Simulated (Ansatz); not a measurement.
Conformers of GeH8N2SSi (`N[SiH2][S][GeH2][NH2]`), each relaxed with PBE0-D4/def2-TZVP in Ansatz. CBS adds the triple-zeta coupled-cluster correction to the MP2 limit.

Outer-core shells of Ge are correlated without core-valence functions. Scalar relativity is left out up to krypton. Spin–orbit coupling is left out.

Not all of them had a frequency check.

Conformer A:

Cartesian coordinates in Å:
```
N -0.232 -0.860 -1.535
Si -1.191 -1.175 -0.137
S -1.722 0.656 0.788
Ge 0.293 1.658 0.667
N 1.727 0.559 0.941
H 0.296 -1.620 -1.937
H -0.604 -0.264 -2.259
H -0.344 -2.050 0.716
H -2.492 -1.862 -0.365
H 0.263 2.709 1.786
H 0.446 2.285 -0.723
H 1.819 -0.139 0.215
H 1.741 0.102 1.842
```

Conformer B:

```xyz
13

N    -0.226    1.276    1.177
Si   -1.330    0.006    1.450
S    -0.915   -1.721    0.231
Ge    0.152   -0.742   -1.437
N     1.775   -0.155   -0.765
H     0.714    1.075    0.859
H    -0.564    2.158    0.831
H    -1.298   -0.550    2.827
H    -2.690    0.543    1.184
H    -0.567    0.500   -1.985
H     0.279   -1.831   -2.523
H     2.339   -0.913   -0.404
H     2.330    0.354   -1.444
```

**Question.** Which is lowest in electronic energy at CCSD(T)/CBS (frozen core, def2 sets), and by how much? (Best estimate.)

**Answer.** The calculation gave: A; B lies 3.6 kJ/mol higher.

**Question.** Give the energies relative to A (kJ/mol) with PBE-D4/def2-TZVPP, r2SCAN-D4/def2-TZVPP, PBE0-D4/def2-TZVPP, ωB97M-V/def2-TZVPP, r2SCAN/def2-TZVPP, B3LYP/def2-TZVPP, CCSD/def2-TZVPP. (Estimate.)

**Answer.** Ansatz gave: 
```tsv
level	B
PBE-D4/def2-TZVPP	4.1
r2SCAN-D4/def2-TZVPP	5.3
PBE0-D4/def2-TZVPP	4.0
ωB97M-V/def2-TZVPP	4.2
r2SCAN/def2-TZVPP	5.2
B3LYP/def2-TZVPP	3.9
CCSD/def2-TZVPP	4.7
```

B3LYP here is the variant with VWN-RPA as its local correlation; programs differ in this.
